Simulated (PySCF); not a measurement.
# Static response to an electric field

C6H12N2.
Geometry (GFN2-xTB, Å), atoms numbered from 1 in this order:
```
atom  x, y, z in Å
C1    -2.7625   -0.3955   -0.1573
C2    -1.7714    0.3050   -1.0910
N3    -0.3919    0.0996   -0.7390
C4     0.1961    0.7558    0.4339
C5     1.3840   -0.1543    0.7950
C6     2.7403    0.4757    0.4783
C7     1.0962   -1.3278   -0.1178
N8     0.1179   -1.1345   -0.9059
H9    -2.6946   -0.0015    0.8544
H10   -3.7781   -0.2498   -0.5151
H11   -2.5479   -1.4615   -0.1321
H12   -1.8986   -0.0814   -2.1051
H13   -1.9533    1.3832   -1.1005
H14   -0.5314    0.8246    1.2506
H15    0.5121    1.7662    0.1612
H16    1.3678   -0.4564    1.8471
H17    2.7921    0.7482   -0.5739
H18    2.8957    1.3695    1.0798
H19    3.5411   -0.2289    0.6929
H20    1.6813   -2.2255   -0.1587
```

Level: PBE0/def2-SVPD (PySCF), static field, nuclei fixed, core orbitals frozen in the response. The polarisability tensor in these axes (au):

```
x   105.07  -4.92  10.59
y    -4.92  79.96   1.02
z    10.59   1.02  75.41
```

Q: What are the eigenvalues, a third of the trace, and Δα (Δα² = ½Σ(αi − αj)² over the three pairs)?

A: Principal values 71.27, 80.05 and 109.12 au; mean 86.81 au = 12.86 Å³ = 14.31 × 10⁻⁴⁰ C²·m²/J; Δα = 34.32 au (40 % of the mean).

Q: What is the dipole moment, and where does it point?

A: (0.12, 1.34, 1.63) D, 2.11 D in size, pointing from the negative to the positive side. Measured along this direction, the outermost atoms are H12 at the negative end and H18 at the positive end.

Q: What molar refraction does this α imply?

A: Lorentz–Lorenz: R = (4π/3)N_A α = 2.5225 cm³/(mol·Å³) × 12.86 Å³ = 32.5 cm³/mol, in the limit of long wavelengths.

Q: Traceless (Buckingham) quadrupole moment about the centre of nuclear charge: eigenvalues?

A: -4.25, -2.23, 6.47 D·Å. The values depend on the origin, since the dipole doesn't vanish. The electronic extent ⟨r²⟩ about the same centre is 1096 bohr², a root-mean-square distance of 2.22 Å for the 62 electrons.

Q: Rayleigh depolarisation ratio (linearly polarised light, static tensor)?

A: ρ = 3Δα²/(45ᾱ² + 4Δα²) = 3533.5/(339147 + 4711.3) = 0.0103.

Q: Directions of the eigenvectors, and the extent of the frame along each?

A: Largest value along (0.94, -0.15, 0.29), where the nuclei span 7.26 Å; middle along (0.05, 0.95, 0.32), 3.86 Å; least along (-0.32, -0.29, 0.90), 3.28 Å. The response follows the extents in order.

Geometry: GFN2-xTB, one conformer, isolated molecule.
